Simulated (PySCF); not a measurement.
A side-by-side comparison of computed properties.

First species: C₄H₈N₂Si.
Atom-mapped SMILES: `[CH:1]#[C:2][C@@H:3]1[CH2:4][NH:5][SiH2:6][NH:7]1` (hydrogens: H8 on C1; H9 on C3; H10, H11 on C4; H12 on N5; H13, H14 on Si6; H15 on N7)

Second species: C₆H₈FP.
SMILES: `C1CCC(=C1)/P=C/F`

Levels: CAM-B3LYP/def2-SVPD for HOMO energy, LUMO energy, HOMO–LUMO gap and static isotropic polarisability; TDDFT CAM-B3LYP/def2-SVPD for lowest singlet excitation; TDA CAM-B3LYP/def2-SVPD for lowest triplet excitation (Tamm–Dancoff). Geometries: GFN2-xTB. Each structure is a single optimised conformer of the isolated species, non-relativistic unless stated. Electronic properties by PySCF.

Values for the first species:

- HOMO energy: -8.12 eV
- LUMO energy: 1.21 eV
- HOMO–LUMO gap: 9.33 eV
- Lowest singlet excitation: 5.95 eV
- Lowest triplet excitation (Tamm–Dancoff): 5.45 eV
- Static isotropic polarisability: 81.1 au

(1) Estimate the same properties for the second species, and the change in each.

## Answers

(1) 
| property | first | second | second less first |
| --- | --- | --- | --- |
| HOMO energy | -8.12 eV | -7.80 eV | +0.32 eV |
| LUMO energy | 1.21 eV | -0.53 eV | -1.74 eV |
| HOMO–LUMO gap | 9.33 eV | 7.27 eV | -2.06 eV |
| lowest singlet excitation | 5.95 eV | 4.83 eV | -1.12 eV |
| lowest triplet excitation (Tamm–Dancoff) | 5.45 eV | 2.46 eV | -2.99 eV |
| static isotropic polarisability | 81.1 au | 97.1 au | +16.0 au |

On the first: The polarisability is 12.02 Å³ as a volume (1 au = 0.148185 Å³), or 1.35 au for each of the 60 electrons. The 8 singlets span 5.95 to 7.24 eV, and their oscillator strengths add up to 0.05.

On the second: The polarisability is 14.39 Å³ as a volume (1 au = 0.148185 Å³), or 1.43 au for each of the 68 electrons. The vertical singlet–triplet gap S1 − T1 is 2.37 eV (TDDFT singlet less Tamm–Dancoff triplet; S1: HOMO→LUMO, weight 0.93; T1: HOMO→LUMO, weight 0.89).
